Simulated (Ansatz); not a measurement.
`C[CH2][Al]([F])[F]` + H₂S → `[F][Al]([F])[SH]` + `CC` at 400 K and 1 bar (ligand exchange at the Al–C bond).

Program: Ansatz. Geometries: PBE0-D4/def2-TZVP. ΔE: electronic, gas phase. CCSD(T)/CBS adds triple-zeta CCSD(T) − MP2 to the extrapolated MP2 energy (def2 sets, frozen cores). This one scheme is used for every species. One conformer a species, not always the lowest.

| species | CCSD(T)/CBS energy (Eh) | H − E (kJ/mol) | S (J/(mol·K)) |
| --- | --- | --- | --- |
| `C[CH2][Al]([F])[F]` | -520.88510 | 215.7 | 385.9 |
| H₂S | -398.97279 | 53.4 | 215.9 |
| `[F][Al]([F])[SH]` | -840.18239 | 63.9 | 338.6 |
| `CC` | -79.71954 | 213.5 | 244.3 |

H − E and S are ideal-gas, rigid-rotor, harmonic terms from PBE0-D4/def2-TZVP, for one conformer and one mirror image of each species. 1 Eh = 2625.50 kJ/mol, R = 8.31446 J/(mol·K).

Problem. By hand: ΔE, ΔH, ΔS and ΔG.

Solution. ΔE = (-840.18239) + (-79.71954) − (-520.88510) − (-398.97279) = -0.04404 Eh = -115.6 kJ/mol. Δ(H − E) = 63.9 + 213.5 − 215.7 − 53.4 = 8.3, so ΔH = -107.3 kJ/mol. ΔS = 338.6 + 244.3 − 385.9 − 215.9 = -18.9 J/(mol·K). ΔG = -107.3 − 400 × (-18.9)/1000 = -99.7 kJ/mol.

Problem. By hand: the equilibrium constant, and the temperature at which ΔG would vanish if ΔH and ΔS stayed fixed.

Solution. log₁₀ K = −ΔG/(RT ln 10) = 13.0. ΔG = 0 at ΔH/ΔS = 5677 K, far beyond where these terms or the molecules hold.

ΔH outweighs TΔS. A doubt of 5 kJ/mol in ΔE shifts log₁₀ K by 0.7 here. Other conformers and mirror images would add mixing entropy, several J/(mol·K) or more a flexible species. Modes under 60 cm⁻¹, often nearly free rotors, make the harmonic entropy too high. These are equilibria of isolated gas molecules and say nothing of rates. Largest T1 diagnostic: 0.012 (customary marks: 0.02 for closed shells, 0.045 for open ones).
